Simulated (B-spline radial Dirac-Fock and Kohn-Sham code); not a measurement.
System: the free lanthanum atom, [Xe] 5d1 6s2. Model: a relativistic central-field model (Hartree-Slater potential of the initial state, Latter tail, multipole expansion of the photon field, Dirac-Fock thresholds). Program: a radial finite-basis atomic code.

Task: Which of the sources Mg Kα (1253.6 eV), Al Kα (taken as 1486.9 eV), Ag Lα (2984.4 eV), Cr Kα (5414.7 eV), Cu Kα (8047.8 eV), Ga Kα (9251.7 eV), Mo Kα (17479.3 eV), Ag Kα (22162.9 eV) can ionise the 2s level, and how does the cross section change among them?

Result: The computed threshold is 6285.1 eV, above Mg Kα, Al Kα, Ag Lα, Cr Kα; the others can ionise it. Cross sections: Cu Kα 13.2 kb, Ga Kα 10.2 kb, Mo Kα 2.84 kb, Ag Kα 1.69 kb. From the first to the last it falls by a factor of 7.8.
